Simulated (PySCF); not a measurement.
PySCF input file for Ga(H)3 anion (GaH3), SMILES [GaH3] (connectivity only; charge and spin as stated), charge -1, multiplicity 2, PBE-D3(BJ)/def2-TZVPD. Geometry: PBE-D3(BJ)/def2-TZVPD. The multiplicity is an assumed one; other spin states were not compared. The isomer is the one that the SMILES or the coordinates give; other isomers of the formula were not compared.

```python
import numpy as np
from pyscf import gto, scf, dft, df
from pyscf.hessian import thermo

mol = gto.M(
    atom='''
    Ga    0.00000000   -0.00000000    0.04302104
    H    -1.34706028   -0.77772562   -0.44455077
    H     1.34706028   -0.77772561   -0.44455078
    H    -0.00000001    1.55545124   -0.44455077
    ''',
    basis='def2-TZVPD',
    charge=-1,
    spin=1,
    max_memory=1600,
    verbose=3,
)
mf = dft.UKS(mol, xc='pbe').density_fit(auxbasis='def2-universal-jkfit')
mf.disp = 'd3bj'
mf.grids.level = 3
mf.conv_tol = 1e-11
mf.max_cycle = 100
mf.kernel()
fine, coarse = mf.grids, dft.Grids(mol).set(level=1).build(with_non0tab=True)
for _ in range(3):  # follow internal instabilities
    mf.grids = coarse
    mo, _, stable, _ = mf.stability(return_status=True, nroots=4)
    mf.grids = fine
    if stable:
        break
    mf.kernel(mf.make_rdm1(mo, mf.mo_occ))

# [left out here: the lines that compute and print the analytic Hessian (its translational invariance restored by hand, since the grid's response is missing), thermochemistry and intensities]
```

It prints:

```

WARN: HOMO -0.123559642023639 >= LUMO -0.123559642023642

converged SCF energy = -1926.32744605581  <S^2> = 0.75171126  2S+1 = 2.0017105
<class 'pyscf.df.df_jk.DFUKS'> wavefunction is stable in the internal stability analysis

WARN: DFTD3 does not support analytical Hessian, using finite difference


WARN: Mole.unit (angstrom) is changed to Bohr

Mode                                 0                   1                   2
Irrep
Freq [cm^-1]                      581.7237            704.2617            704.2687
Reduced mass [au]                   1.0492              1.0260              1.0260
Force const [Dyne/A]                0.2092              0.2998              0.2998
Char temp [K]                     836.9709           1013.2758           1013.2858
Normal mode                   x     y     z       x     y     z       x     y     z
       0  Ga                -0.00  0.00  0.02   -0.00 -0.02  0.00   -0.02  0.00 -0.00
       1   H                 0.10  0.06 -0.55   -0.32  0.51  0.14    0.22 -0.43  0.18
       2   H                -0.10  0.06 -0.55    0.37  0.61  0.09    0.11  0.26 -0.21
       3   H                 0.00 -0.12 -0.55    0.11 -0.03 -0.23    0.76  0.01  0.03
Mode                                 3                   4                   5
Irrep
Freq [cm^-1]                     1651.6452           1653.4171           1653.4473
Reduced mass [au]                   1.0098              1.0254              1.0254
Force const [Dyne/A]                1.6229              1.6516              1.6516
Char temp [K]                    2376.3498           2378.8991           2378.9425
Normal mode                   x     y     z       x     y     z       x     y     z
       0  Ga                -0.00 -0.00  0.01    0.02 -0.00  0.00    0.00  0.02  0.00
       1   H                -0.48 -0.28 -0.11   -0.54 -0.34 -0.19   -0.40 -0.18 -0.13
       2   H                 0.49 -0.28 -0.12   -0.59  0.37  0.20    0.32 -0.13 -0.10
       3   H                -0.00  0.57 -0.12    0.05  0.06 -0.02    0.00 -0.77  0.23
temperature 298.1500 [K]
pressure 101325.00 [Pa]
Rotational constants [GHz] 116.25453 116.25452 69.07527
Symmetry number 3
Zero-point energy (ZPE) 0.01583 [Eh]   41562.838 [J/mol]
                           tot       elec      trans        rot        vib
Entropy [J/mol/K]       232.468      5.763    162.212     59.879      4.614
Cv [J/mol/K]             36.840      0.000     12.472     12.472     11.897
Cp [J/mol/K]             45.155      0.000     20.786     12.472     11.897
Internal energy [J/mol]                      3718.434   3718.434  42612.966
Internal energy [Eh]   -1926.30838  -1926.32745
Enthalpy [J/mol]                             6197.391   3718.434  42612.966
Enthalpy [Eh]          -1926.30744
Gibbs free energy [J/mol]                  -42166.058 -14134.599  41237.379
Gibbs free energy [Eh] -1926.33384
mode   freq/cm-1   IR/(km/mol)
   1      581.72       188.415
   2      704.26       144.308
   3      704.27       144.269
   4     1651.65       216.421
   5     1653.42       669.152
   6     1653.45       669.011
max |gradient| / (hartree/bohr): 1.145393754240466e-05
APT charges: [ 0.2317 -0.4106 -0.4106 -0.4105]
```

Self-consistency was reached.

Cost: around 40 core-seconds (rough).
